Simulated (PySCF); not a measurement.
## Calculated data, CH$_{3}$BClSi, CH$_{4}$ClSi$_{2}$

Computed with PySCF 2.14.0. Calculation on a computer-drawn molecule: optimised geometry and harmonic frequencies of an isolated molecule of the commonest isotopes, restricted reference for singlets and unrestricted otherwise, frozen core in MP2.

Common to all runs: charge 1; multiplicity 1; basis cc-pV(D+d)Z.

(1) CH$_{3}$BClSi

Start structure:
```xyz
7
CH3BClSi
Si    -0.6487    -2.7944    -0.6076
C      0.9074    -2.3018     0.1083
B      1.3761    -2.0171     1.3592
Cl     1.9781    -1.5653     2.7812
H     -0.7556    -3.0667    -1.9806
H     -1.8777    -2.8824     0.2757
H      1.7154    -2.2963    -0.7029
```

```
method                                        : HF
rotational constants                          : 27.01, 1.599, 1.51 GHz
total energy                                  : -812.4843 hartree
convergence status largest gradient component : 3.188e-05 hartree/bohr
```

Drawn bonds:
```tsv
atom	other atom	order
1	2	1
2	3	2
3	4	1
1	5	1
1	6	1
2	7	1
```

Optimised structure:
```xyz
7
CH3BClSi
Si    -0.5974    -2.7665    -0.5536
C      1.0030    -2.3268    -0.0439
B      1.3455    -1.9989     1.3000
Cl     1.7267    -1.6231     2.8557
H     -0.8854    -3.0918    -1.9476
H     -1.6993    -2.8218     0.4063
H      1.8018    -2.2951    -0.7836
```

Modes:
```tsv
frequency (cm⁻¹)	reduced mass (dalton)
109.5	5.32
227.2	1.35
431.4	4.632
445.9	5.324
581.1	2.004
688.7	1.141
743.7	1.18
782.9	2.549
959	1.941
1030	1.097
1171	1.95
1613	10.57
2421	1.028
2457	1.058
3295	1.086
```

(2) CH$_{3}$BClSi

Start structure:
```xyz
7
CH3BClSi
Si    -0.5974    -2.7665    -0.5536
C      1.0030    -2.3268    -0.0439
B      1.3455    -1.9989     1.3000
Cl     1.7267    -1.6231     2.8557
H     -0.8854    -3.0918    -1.9476
H     -1.6993    -2.8218     0.4063
H      1.8018    -2.2951    -0.7836
```

```
method                                        : MP2
rotational constants                          : 25.03, 1.62, 1.522 GHz
total energy                                  : -812.9043 hartree
convergence status largest gradient component : 2.882e-05 hartree/bohr
```

Drawn bonds:
```tsv
atom	other atom	order
1	2	1
2	3	2
3	4	1
1	5	1
1	6	1
2	7	1
```

Optimised structure:
```xyz
7
CH3BClSi
Si    -0.5940    -2.7651    -0.5495
C      1.0283    -2.3257    -0.0674
B      1.3418    -2.0002     1.2983
Cl     1.6665    -1.6336     2.8685
H     -0.9066    -3.0958    -1.9439
H     -1.6705    -2.8075     0.4484
H      1.8294    -2.2962    -0.8211
```

Modes:
```tsv
frequency (cm⁻¹)	reduced mass (dalton)
96.15	5.373
220.3	1.336
407.9	4.411
414.3	6.192
564.1	1.886
655.4	1.168
682.8	1.109
746.7	2.725
910.7	1.61
968.7	1.079
1090	2.625
1587	10.9
2359	1.028
2402	1.059
3201	1.088
```

(3) CH$_{4}$ClSi$_{2}$

Start structure:
```xyz
8
CH4ClSi2
Si     1.5870    -0.5207     0.8344
C     -0.0518     0.0829     1.0295
Si    -0.9535     0.8057     2.4969
Cl    -2.8733     1.3103     2.5319
H      2.0238    -1.0578    -0.4721
H      2.5375    -0.3847     1.8098
H     -0.7745    -0.0858     0.1686
H     -0.2129     0.9623     3.7011
```

```
method                                        : HF
rotational constants                          : 24.09, 1.23, 1.17 GHz
total energy                                  : -1077.3289 hartree
convergence status largest gradient component : 2.33e-05 hartree/bohr
```

Drawn bonds:
```tsv
atom	other atom	order
1	2	1
2	3	2
3	4	1
1	5	1
1	6	1
2	7	1
3	8	1
```

Optimised structure:
```xyz
8
CH4ClSi2
Si     1.4890    -0.4551     0.8396
C     -0.1684     0.0435     0.9720
Si    -0.8489     0.7247     2.4154
Cl    -2.7428     1.2899     2.5543
H      2.0320    -1.0256    -0.3911
H      2.4030    -0.3160     1.9746
H     -0.8133    -0.0774     0.1048
H     -0.0683     0.9282     3.6305
```

Modes:
```tsv
frequency (cm⁻¹)	reduced mass (dalton)
99.85	5.616
128.8	4.798
250.5	7.227
319.5	1.196
583.9	1.958
597.4	1.345
685.5	2.733
736.9	1.203
815.3	1.079
853	2.517
910.6	1.472
1020	1.402
1036	1.132
1266	2.807
2414	1.029
2448	1.054
2451	1.047
3315	1.087
```
